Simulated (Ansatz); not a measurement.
`C[SiH](N)Br` → `C[Si]Br` + NH₃ at 400 K and 1 bar (silylene formation by 1,1-elimination).

Gas-phase electronic energies from Ansatz, PBE0-D4/def2-TZVP geometries. CBS: MP2 limit from def2 TZ/QZ plus the TZ coupled-cluster correction, frozen cores. This one scheme is used for every species. For Br outer-core shells are correlated without core-valence functions, which leaves a few kJ/mol of doubt a bond. Scalar relativity is left out up to krypton. Each species was taken in one conformer, which may not be the lowest.

| species | CCSD(T)/CBS energy (Eh) | H − E (kJ/mol) | S (J/(mol·K)) |
| --- | --- | --- | --- |
| `C[SiH](N)Br` | -2958.86440 | 224.2 | 376.2 |
| `C[Si]Br` | -2902.25975 | 118.6 | 331.0 |
| NH₃ | -56.50880 | 104.2 | 203.1 |

H − E and S are ideal-gas, rigid-rotor, harmonic terms from PBE0-D4/def2-TZVP, for one conformer and one mirror image of each species. 1 Eh = 2625.50 kJ/mol, R = 8.31446 J/(mol·K).

By hand: ΔE, ΔH, ΔS and ΔG.

ΔE = (-2902.25975) + (-56.50880) − (-2958.86440) = 0.09585 Eh = 251.7 kJ/mol. Δ(H − E) = 118.6 + 104.2 − 224.2 = -1.4, so ΔH = 250.3 kJ/mol. ΔS = 331.0 + 203.1 − 376.2 = 157.9 J/(mol·K). ΔG = 250.3 − 400 × (157.9)/1000 = 187.1 kJ/mol.

By hand: the equilibrium constant, and the temperature at which ΔG would vanish if ΔH and ΔS stayed fixed.

log₁₀ K = −ΔG/(RT ln 10) = -24.4. ΔG = 0 at ΔH/ΔS = 1585 K.

The number of gas molecules changes by +1, which sets the sign of ΔS. A doubt of 5 kJ/mol in ΔE shifts log₁₀ K by 0.7 here. Other conformers and mirror images would add mixing entropy, several J/(mol·K) or more a flexible species. These are equilibria of isolated gas molecules and say nothing of rates. Largest T1 diagnostic: 0.011 (customary marks: 0.02 for closed shells, 0.045 for open ones).
